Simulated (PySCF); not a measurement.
# State search for HgBi

Unrestricted PBE0; PySCF, scalar-relativistic core potentials, basis sets Hg def2-SVP with ECP60, Bi def2-SVP with ECP60. Outer shells of the fragments: Hg 5d10 6s2; Bi 5d10 6s2 6p3.

Followed along the bond (rough minima from three points):

```json
{"2Ms+1": "4", "unpaired": "σ ↑, π ↑↑", "⟨S²⟩ at the start": "3.76", "R at minimum (Å)": "3.60", "Te (eV)": "0.00"}
{"2Ms+1": "2", "unpaired": "σ ↓, π ↑↑", "⟨S²⟩ at the start": "1.76", "R at minimum (Å)": "3.24", "Te (eV)": "0.58"}
{"2Ms+1": "2", "unpaired": "σ ↑, π ↑↓", "⟨S²⟩ at the start": "1.76", "R at minimum (Å)": "3.38", "Te (eV)": "0.63"}
{"2Ms+1": "2", "unpaired": "π ↑", "⟨S²⟩ at the start": "0.75", "R at minimum (Å)": "2.84", "Te (eV)": "0.91"}
{"2Ms+1": "2", "unpaired": "σ ↑", "⟨S²⟩ at the start": "0.76", "R at minimum (Å)": "3.30", "Te (eV)": "1.53"}
```

Solutions found at the starting distance of 2.835 Å, counted from the lowest of them; the search is not exhaustive and high or unbound solutions are not listed, so other states can lie among these:

```csv
2Ms+1,unpaired,term,E (eV),⟨S²⟩,⟨Lz²⟩,μ (D)
4,"σ ↑, π ↑↑",⁴Σ⁻,0.00,3.76,0.00,0.34
2,"σ ↓, π ↑↑",mixed,0.46,1.76,0.00,0.24
2,"σ ↑, π ↑↓",mixed,0.55,1.76,2.01,0.31
2,π ↑,²Π,0.66,0.75,1.01,-1.99
2,σ ↑,mixed,1.42,0.76,2.00,0.45
2,π ↑,²Π,2.25,0.75,1.00,3.03
```

A term symbol is given only where ⟨S²⟩ and ⟨Lz²⟩ are close to those of a pure state; real π, δ and φ orbitals otherwise mix terms. A positive dipole means Hg(−)Bi(+).

**Question.** Compare the gap between the two lowest followed solutions at the starting distance with the gap between their minima.

**Answer.** At PBE0 the second solution (Ms = 0.5 of mixed spin, unpaired electrons σ ↓, π ↑↑) lies +0.46 eV from the first (quartet, unpaired electrons σ ↑, π ↑↑) at 2.835 Å and +0.58 eV at the minima; the two curves relax by different amounts, since their minima lie near 3.24 and 3.60 Å.

These are scalar-relativistic numbers at best; spin–orbit coupling would shift them, the dissociation energy most. Counting both spins, an empty level lies below a filled one in some of these solutions, because spin and occupation are held.
